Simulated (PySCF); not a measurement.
## SrCa and its ions

PBE0; Sr def2-SVP with ECP28, Ca def2-SVP; scalar-relativistic core potentials (PySCF 2.14). Neutral (UKS): singlet (closed shell), Re = 4.429 Å, ωe = 63.6 cm⁻¹, De = 0.20 eV, HOMO -3.65 eV, LUMO -1.39 eV.

SrCa⁺ (UKS): doublet (σ ↑), Re = 4.052 Å, ωe = 102 cm⁻¹, De = 1.04 eV to Sr⁺ + Ca. The energies at the minima are -707.96511 hartree for SrCa and -707.79002 for SrCa⁺.

(1) Work out the adiabatic ionisation energy, without and with harmonic zero-point energies (1 hartree = 27.2114 eV, 1 eV = 8065.5 cm⁻¹), and the change of the bond length.

Closed-shell solutions of metal pairs were not tested for spin polarisation, which can lower them a little. Weak bonds: SrCa. Basis-set superposition, not corrected here, can be much of De in a small basis, most of all at correlated wavefunction levels. Spin–orbit coupling is left out. For an ion De counts to the pair picked by the measured ionisation energies or electron affinities, which need not be the lowest pair at this level. States were picked by a PBE0 search and need not be the measured ground states.

Answers

(1) At PBE0: 0.17509 hartree = 4.764 eV between the minima; the zero-point term (102.0 − 63.6)/2 cm⁻¹ = +0.002 eV makes it 4.767 eV. Re changes by -37.7 pm against the neutral. Minus the HOMO energy is 3.65 eV, -1.11 eV from the value between the minima; self-interaction puts the Kohn–Sham level too high, less so with exact exchange. The electron leaves a σ orbital, and the shorter bond of the ion fits an antibonding orbital, or a change in how ionic the bond is.
